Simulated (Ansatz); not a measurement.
Mulliken charges of CH3ClFNOSi (`C=N[Si](O)(F)Cl`) from B3LYP/def2-TZVPP in Ansatz (PBE0-D4/def2-TZVP geometry).

| atom | x (Å) | y (Å) | z (Å) | charge (e) |
| --- | --- | --- | --- | --- |
| C1 | 0.959 | -1.480 | -0.331 | -0.074 |
| N2 | 0.721 | -0.422 | 0.307 | -0.265 |
| Si3 | -0.449 | 0.768 | -0.076 | 0.816 |
| O4 | -1.431 | 1.031 | 1.181 | -0.358 |
| F5 | -1.398 | 0.353 | -1.273 | -0.306 |
| Cl6 | 0.553 | 2.444 | -0.634 | -0.229 |
| H7 | 1.730 | -2.173 | 0.025 | 0.112 |
| H8 | 0.437 | -1.777 | -1.251 | 0.106 |
| H9 | -1.033 | 1.211 | 2.034 | 0.198 |

**Question.** By hand: the dipole of these point charges (1 e Å = 4.8032 D).

**Answer.** Σ q r = (0.221, -0.381, 0.266) e Å, of length 0.515 e Å = 2.47 D.

**Question.** How does the dipole of the full density compare? (Best estimate.)

**Answer.** The calculation gave: (0.240, -0.351, 0.196) e Å, 2.25 D; the point charges give 1.10 times that, at 7° from its direction.

Point charges leave out the atoms' own dipoles, such as those of lone pairs, and Mulliken's split depends on the basis, so the close match here is no proof of good charges.

B3LYP here is the variant with VWN-RPA as its local correlation; programs differ in this.
